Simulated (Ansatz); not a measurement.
Cost and result for the atomization energy of BrClH₂NSi (`N[Si](Cl)Br`) radical (6 atoms, 5 bonds).

The species carries charge 0 and has multiplicity 2. Correlated methods include outer-core shells of Br, which these sets cover unevenly. Scalar relativity is left out up to krypton. The geometry is a stationary point of PBE0-D4/def2-TZVP. It is one conformer, not always the lowest. Program: Ansatz. All runs use 4 threads of an Arm Neoverse V2 on a shared host. Times are those of one run each, without the atoms' runs, and a repeat can differ threefold. Electronic energies, without spin–orbit coupling; frozen cores. CCSD(T)/CBS adds CCSD(T) − MP2 in def2-TZVPP to the MP2 limit, and its time is that of the two runs behind it. T1 = 0.011; ⟨S²⟩ of the reference is 0.76. With those shells the extrapolation isn't a true limit. B3LYP takes the VWN-RPA correlation (the form of Gaussian; ORCA's B3LYP/G). HSE06 is the plane-wave form, built on full-range PBE exchange.

CCSD(T)/CBS is a level of theory with its own doubt, some kJ/mol a heavy atom from the limit and from the frozen cores, so smaller differences don't rank the functionals.

| level | functions | wall time | atomization (kJ/mol) | difference from CCSD(T)/CBS | per bond |
| --- | --- | --- | --- | --- | --- |
| BLYP-D4/def2-TZVPP | 191 | 2.3 s | 1866.6 | -3.8 | -0.8 |
| PBE-D4/def2-TZVPP (with forces) | 191 | 2.6 s | 1920.3 | 49.9 | 10.0 |
| BHLYP-D4/def2-TZVPP | 191 | 4 s | 1799.8 | -70.6 | -14.1 |
| HSE06-D4/def2-TZVPP | 191 | 4.3 s | 1878.6 | 8.2 | 1.6 |
| B3LYP-D4/def2-TZVPP (with forces) | 191 | 4.6 s | 1861.7 | -8.7 | -1.7 |
| B2PLYP/def2-TZVPP | 191 | 5.5 s | 1834.0 | -36.4 | -7.3 |
| PBE-QIDH/def2-TZVPP | 191 | 6 s | 1853.4 | -17.0 | -3.4 |
| r2SCANh-D4/def2-TZVPP | 191 | 7 s | 1871.5 | 1.1 | 0.2 |
| CCSD(T)/def2-SVP | 92 | 8 s | 1659.3 | -211.1 | -42.2 |
| MP2/def2-QZVPP | 346 | 13 s | 1896.4 | 26.0 | 5.2 |
| ωB97M-V/def2-TZVPP (with forces) | 191 | 14 s | 1871.1 | 0.7 | 0.1 |
| CCSD(T)/def2-TZVPP | 191 | 3.2 min | 1786.9 | -83.5 | -16.7 |
| CCSD(T)/CBS(def2) | – | 3.4 min | 1870.4 | 0.0 | 0.0 |

The D4 term adds +30.6 kJ/mol with B3LYP and +15.7 kJ/mol with PBE0; it sums over pairs of atoms, weighted by their polarisabilities, and B3LYP, whose exchange is more repulsive, gets the larger term. At CCSD(T), def2-SVP lies −211.1 kJ/mol from the extrapolated value and def2-TZVPP −83.5 kJ/mol: correlation converges slowly with the basis, and small sets miss more of it in the bonded molecule than in its fragments. From r2SCAN to r2SCAN0 (25 % exact exchange), in def2-TZVPP and without D4, the atomization energy moves by −40.7 kJ/mol: exact exchange takes away binding that semilocal exchange gives to molecules.
